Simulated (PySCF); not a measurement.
## Orbital picture of NaGe⁺

BHandHLYP at R = 3.272 Å; basis Na pcseg-1, Ge pcseg-1; no relativity; PySCF 2.14. State: ³Π (triplet), unpaired electrons σ ↑, π ↑. Only the outer orbitals are listed, counted within each symmetry.

```json
{"spin": "α", "orbital": "10σ", "occ.": "1", "ε (eV)": "-19.33", "on Na (%)": "1", "main shells (%)": "99 Ge s"}
{"spin": "α", "orbital": "11σ", "occ.": "1", "ε (eV)": "-11.16", "on Na (%)": "13", "main shells (%)": "86 Ge p, 9 Na s"}
{"spin": "α", "orbital": "5π", "occ.": "1", "ε (eV)": "-10.65", "on Na (%)": "1", "main shells (%)": "99 Ge p"}
{"spin": "α", "orbital": "5π", "occ.": "0", "ε (eV)": "-6.73", "on Na (%)": "3", "main shells (%)": "97 Ge p"}
{"spin": "α", "orbital": "12σ", "occ.": "0", "ε (eV)": "-5.44", "on Na (%)": "93", "main shells (%)": "89 Na s"}
{"spin": "α", "orbital": "6π", "occ.": "0", "ε (eV)": "-2.92", "on Na (%)": "97", "main shells (%)": "97 Na p"}
{"spin": "β", "orbital": "10σ", "occ.": "1", "ε (eV)": "-17.12", "on Na (%)": "1", "main shells (%)": "99 Ge s"}
{"spin": "β", "orbital": "11σ", "occ.": "0", "ε (eV)": "-6.72", "on Na (%)": "50", "main shells (%)": "48 Na s, 48 Ge p"}
{"spin": "β", "orbital": "5π", "occ.": "0", "ε (eV)": "-6.34", "on Na (%)": "3", "main shells (%)": "96 Ge p"}
{"spin": "β", "orbital": "5π", "occ.": "0", "ε (eV)": "-5.52", "on Na (%)": "6", "main shells (%)": "94 Ge p"}
```

Which are the highest filled and the lowest empty level, where do they sit, and how wide is the gap?

Highest filled α 5π at -10.65 eV (in %: 99 Ge p); lowest empty α 5π at -6.73 eV (in %: 97 Ge p); the gap at BHandHLYP is 3.92 eV. Both belong to one degenerate shell, split only by its one-sided filling, so this is no excitation gap.

```
bond order (Mayer)                                                                                                 : 0.26
⟨S²⟩                                                                                                               : 2.003
charge on Na (Mulliken, basis-dependent)                                                                           : 0.85
charge on Na (Löwdin, basis-dependent)                                                                             : 0.73
dipole moment (positive dipole points towards Ge; it is taken about the centre of mass and depends on that origin) : -9.16 D
```

Spin–orbit coupling is left out. The state was picked by a PBE0 search and need not be the measured ground state.
